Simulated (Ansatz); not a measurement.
Input and output for C2H8AlNS.

```yaml
crystal:
  periodic: [false, false, false]
  atoms:
    - {symbol: C, position_ang: [-1.232250, 0.513703, 0.943146]}
    - {symbol: C, position_ang: [0.010924, -0.173257, 0.543835]}
    - {symbol: N, position_ang: [0.895965, -0.389179, 1.459993]}
    - {symbol: Al, position_ang: [0.590840, -0.712686, -1.372662]}
    - {symbol: S, position_ang: [0.824853, 1.316200, -2.321237]}
    - {symbol: H, position_ang: [-1.292469, 0.775668, 2.005000]}
    - {symbol: H, position_ang: [-1.322709, 1.418202, 0.334035]}
    - {symbol: H, position_ang: [-2.084665, -0.114933, 0.669221]}
    - {symbol: H, position_ang: [1.762491, -0.847300, 1.192731]}
    - {symbol: H, position_ang: [0.784430, -0.107430, 2.429361]}
    - {symbol: H, position_ang: [-0.557517, -1.634768, -1.993537]}
    - {symbol: H, position_ang: [2.013532, -1.357620, -0.948347]}
    - {symbol: H, position_ang: [-0.373124, 1.278402, -2.926739]}
basis:
  gaussian: {orbitals: aug-cc-pVTZ, nuclear_model: gaussian}
hamiltonian: {xc: {name: r2SCAN0}}
```

```sh
$ ansatz run in.yaml --threads 4 --pin off --events-out ev --progress --plain --max-ram 10444MiB
```

Output, abridged:

```
Functional definition: r2SCAN0
1826 factors; their error is unknown
mean field evaluation 1: about -21118.0862 eV, gradient 5.6e1 eV
mean field evaluation 2: about -21118.3710 eV, gradient 5.4e1 eV
mean field evaluation 4: about -21125.1113 eV, gradient 2.3e0 eV
mean field evaluation 8: about -21125.1237 eV, gradient 6.8e-2 eV
mean field evaluation 16: about -21125.1634 eV, gradient 8.7e-5 eV
mean field -21125.16337846 eV, -776.3354350085 hartree, gradient 1.3e-5 eV, S^2 0.000000; 0 other end points of the search recorded, 0 dependent functions left out
reference -21125.16339919 eV, -776.3354357701 hartree; 28, 28 occupied and 394, 394 virtual orbitals, 1826 factors
Total energy: -21125.16339919 eV, -776.3354357701 hartree
```

Hardware: 4 threads of a server CPU on a shared host. Wall time 5.5 s, peak host memory 1.4 GiB.
